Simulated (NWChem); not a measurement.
System: C$_{6}$H$_{4}$; SMILES C#C/C=C/C#C

All runs: NWChem. Geometry: optimised at PBE-D3(BJ)/def2-SVP.

Problem. Predict the results for TPSS/cc-pVDZ. Quantities: highest occupied level (eV); orbital gap (eV).

Solution. 
| Item | Value |
|---|---|
| highest occupied level (eV) | -5.65 |
| orbital gap (eV) | 3.26 |
